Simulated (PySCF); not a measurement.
SnBrI, SMILES [Br][Sn][I] (connectivity only; charge and spin as stated), neutral, multiplicity 1.

Geometry: B3LYP-D3(BJ)/def2-SVP. The def2 effective core potentials stand for the cores of I, Sn; spin–orbit coupling is left out.

All values below come from PBE0/def2-TZVPD run with PySCF.

Symmetry labels are those of the subgroup Cs that the program uses (full group Cs).

**Question.** List the valence orbital energies around the gap with their symmetry. (Estimate from the structure and the level; the computed values follow.)

**Answer.** 
```json
[
 {"orbital": "HOMO−7", "symmetry": "A'", "energy (eV)": "-19.11"},
 {"orbital": "HOMO−6", "symmetry": "A'", "energy (eV)": "-13.34"},
 {"orbital": "HOMO−5", "symmetry": "A'", "energy (eV)": "-9.46"},
 {"orbital": "HOMO−4", "symmetry": "A'", "energy (eV)": "-8.77"},
 {"orbital": "HOMO−3", "symmetry": "A\"", "energy (eV)": "-8.67"},
 {"orbital": "HOMO−2", "symmetry": "A\"", "energy (eV)": "-7.83"},
 {"orbital": "HOMO−1", "symmetry": "A'", "energy (eV)": "-7.69"},
 {"orbital": "HOMO", "symmetry": "A'", "energy (eV)": "-7.46"},
 {"orbital": "LUMO", "symmetry": "A\"", "energy (eV)": "-3.38"},
 {"orbital": "LUMO+1", "symmetry": "A'", "energy (eV)": "-1.54"},
 {"orbital": "LUMO+2", "symmetry": "A'", "energy (eV)": "-1.28"},
 {"orbital": "LUMO+3", "symmetry": "A'", "energy (eV)": "0.06"}
]
```
